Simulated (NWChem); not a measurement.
# MnH4O2F2, sextet; SMILES [Mn]([F])(<-[OH2])(<-[OH2])[F]

No frequency run checked for a minimum. This spin state was assumed; another may lie lower.

Task: Give the equilibrium geometry at PBE-D3(BJ)/def2-SVP, spin-unrestricted (NWChem) as a list of bonds and angles, with the point group.

Result: point group C2; any orientation.
Bonded distances (Å): Mn1–F2 1.877, Mn1–F3 1.877, Mn1–O4 2.258, Mn1–O7 2.259, O4–H5 1.004, O4–H6 0.976, O7–H8 1.004, O7–H9 0.976. Angles (°): F2–Mn1–F3 156.2, F2–Mn1–O4 120.6, F2–Mn1–O7 73.8, F3–Mn1–O4 73.8, F3–Mn1–O7 120.7, O4–Mn1–O7 112.0, Mn1–O4–H5 76.6, Mn1–O4–H6 116.8, H5–O4–H6 105.2, Mn1–O7–H8 76.6, Mn1–O7–H9 116.7, H8–O7–H9 105.2.
